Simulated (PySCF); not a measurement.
Species: C₂H₁₀NPSi₂.
SMILES: `P[Si@@H]1CC[SiH2]N1`

The closed-shell ground state was solved at several levels (PySCF, density fitting, gas phase, non-relativistic). One conformer (not necessarily the lowest) at the PBE0-D3(BJ)/def2-SVP geometry, without solvent, vibrations or thermal averaging.

```tsv
level	basis functions	total energy (Eh)	HOMO (eV)	LUMO (eV)	gap (eV)	dipole (D)
PBE0/pcSseg-1	173	-1056.7964	-7.10	0.40	7.50	1.22
CAM-B3LYP/pcSseg-1	173	-1057.2799	-8.36	1.45	9.81	1.11
```

Task: What might wB97X-D/def2-SVPD (212 basis functions) give for the same quantities?

Result: Total energy -1056.9585 Eh, HOMO -8.89 eV, LUMO 1.76 eV, gap 10.65 eV, dipole 1.01 D.

Task: Over all these levels, which gives the widest orbital gap and which the narrowest?

Result: wB97X-D/def2-SVPD (range-separated hybrid) has the widest, 10.65 eV, and PBE0/pcSseg-1 (global hybrid, 25 % exact exchange) the narrowest, 7.50 eV. Functional and basis both differ between the two, so the spread mixes both effects.

Task: How far do the dipole and the HOMO energy spread over the levels?

Result: The dipole runs from 1.01 to 1.22 D (mean 1.11 D) and the HOMO from -8.89 to -7.10 eV.

wB97X-D is run here without its empirical dispersion term; that term would change no orbital, density or response property at a fixed geometry.
